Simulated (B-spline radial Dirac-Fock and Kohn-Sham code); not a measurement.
**Satellites and hypersatellites of the K lines of Ge³⁺**

System: germanium as Ge³⁺, [Ar] 3d10 4s1, inside a Watson sphere of charge -3 and radius 3 Å (a model of the Madelung potential; inside it an electron's potential energy is raised by 14.4 eV).

The computed values come from a radial atomic solver: multi-electron Dirac-Fock with separately optimised hole states, Breit and Lamb-shift corrections added in first order. Each two-hole energy is an average over J within one jj subconfiguration, not an observable level; in light atoms, where LS coupling holds, the j-resolved values are not observed lines, and for a K spectator the Kα1 hypersatellite is nearly forbidden. Electron correlation is not included.

Lines without a spectator: Kα2 (K-L2) 9854.9 eV, Kα1 (K-L3) 9886.2 eV, Kβ3 (K-M2) 10976.3 eV, Kβ1 (K-M3) 10980.6 eV. Shifts in eV with one spectator hole (a dash: not computed, or left out as unreliable):

```
spectator hole    Kα2    Kα1    Kβ3    Kβ1
    L2 (2p1/2)  +33.5  +41.2      –  +89.9
    L3 (2p3/2)  +37.0  +35.8  +85.5      –
    M2 (3p1/2)      –  +3.31  +6.97  +9.05
    M3 (3p3/2)  +2.90      –  +8.34  +7.83
    M4 (3d3/2)  -0.05  -1.15      –      –
    M5 (3d5/2)  -1.26  -0.54      –      –
```

Q: Where does the K-L3 hypersatellite lie, emitted when both K electrons are missing?

A: +346.9 eV from the normal line, at 10233.1 eV. Removing both K electrons costs 22736.0 eV, which is 465.4 eV more than twice the K binding energy.

With n spectator holes in 2p, averaged over the 2p shell (energies in eV):

```tsv
n	KαLⁿ	step	hypersatellite KαʰLⁿ
0	9875.7	–	10221.3
1	9913.2	+37.4	10259.9
2	9951.6	+38.5	10299.6
3	9991.2	+39.5	10340.4
4	10031.8	+40.6	10382.3
5	10073.6	+41.8	10425.4
```
